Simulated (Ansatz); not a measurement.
AlH$_{4}$BrO$_{2}$, singlet: at a first-order saddle point.

The input file, in.yaml:

```yaml
crystal:
  periodic: [false, false, false]
  atoms:
    - {symbol: Al, position_ang: [0.085746, 0.338388, -0.132429]}
    - {symbol: Br, position_ang: [0.136487, -2.276516, 0.674135]}
    - {symbol: O, position_ang: [0.295961, 0.353887, -1.803669]}
    - {symbol: O, position_ang: [-1.252296, 1.039482, 0.619812]}
    - {symbol: H, position_ang: [1.121777, -1.096393, 0.834702]}
    - {symbol: H, position_ang: [1.491887, 0.178161, 0.686172]}
    - {symbol: H, position_ang: [-0.414385, 0.494871, -2.426280]}
    - {symbol: H, position_ang: [-1.465178, 0.968218, 1.547556]}
basis:
  gaussian: {orbitals: def2-TZVPP}
hamiltonian: {xc: {name: wB97X-V}}
```

Launched with

```bash
ansatz run in.yaml --threads 4 --pin off --events-out ev --progress --plain --max-ram 9574MiB
```

What Ansatz 0.2.0 printed:

```
Functional definition: wB97X-V
  name "wB97X-V"
  cite "Mardirossian & Head-Gordon, Phys. Chem. Chem. Phys. 16, 9904 (2014) doi:10.1039/C3CP54374A"
  cite "Becke, J. Chem. Phys. 107, 8554 (1997) doi:10.1063/1.475007"
  cite "Vydrov & Van Voorhis, J. Chem. Phys. 133, 244103 (2010) doi:10.1063/1.3521275"
  parameter omega = 0.3/bohr
  parameter cx = 0.167
  parameter cx1 = 0.603
  parameter cx2 = 1.194
  parameter css0 = 0.556
  parameter css1 = -0.257
  parameter cos0 = 1.219
  parameter cos1 = -1.850
  parameter b = 6.0
  parameter c = 0.01
  exchange = spin_sum(e_x_unif_sr(omega)*poly(b97_u_x, 1 - cx, cx1, cx2)) + cx*exact_x_sr(omega) + exact_x_lr(omega)
  correlation = spin_sum(e_c_pw_same_spin*poly(b97_u_same, css0, css1))
      + integral(e_c_pw_opposite_spin*poly(b97_u_opposite, cos0, cos1)) + vv10(b, c)
1239 factors; their error is unknown
252 factors; integrals over basis functions are off by at most 3.7e-5 eV
mean field evaluation 1: about -80790.0022 eV, gradient 7.1e1 eV
mean field evaluation 2: about -80787.2201 eV, gradient 8.4e1 eV
mean field evaluation 4: about -80798.2982 eV, gradient 9.9e-1 eV
mean field evaluation 8: about -80798.3026 eV, gradient 3.6e-2 eV
mean field evaluation 16: about -80798.5959 eV, gradient 1.1e-4 eV
mean field -80798.59590584 eV, -2969.2936322844 hartree, gradient 4.2e-5 eV, S^2 0.000000; 0 other end points of the search recorded, 0 dependent functions left out
reference -80798.59590384 eV, -2969.2936322109 hartree; 34, 34 occupied and 174, 174 virtual orbitals, 1239 factors
Total energy: -80798.59590384 eV, -2969.2936322109 hartree
```

Hardware: 4 CPU threads of an Arm Neoverse V1, shared host. Wall time about 6.5 s.
